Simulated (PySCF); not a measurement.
# How methods differ on the ionisation energy of Zr²⁺

Zr²⁺ [Kr] 4d2 (3F) → Zr³⁺ [Kr] 4d1 (2D), as a difference of total energies. Computed with PySCF 2.14 in ANO-RCC-VTZP (7s6p4d2f1g, 68 functions), with scalar relativity by spin-free X2C-1e. Correlated levels: valence: [Kr] frozen; valence and next inner shell: [Ar] 3d10 frozen. The calculations carry no spin-orbit coupling.

Q: Order these methods by the ionisation energy they give, lowest first.
A. revPBE
B. UHF
C. SCS-MP2 (valence)
D. MP2 (valence and next inner shell)

A: B (22.395 eV), C (22.428 eV), D (22.931 eV), A (23.426 eV).

A first-order spin-orbit estimate (lowest level to lowest level, LS coupling) adds 0.015 eV.

Errors of the correlated levels include the incompleteness of this basis and the frozen core.

For comparison: 23.170 eV (semi-empirical (NIST evaluation); NIST Atomic Spectra Database, ionization energies).
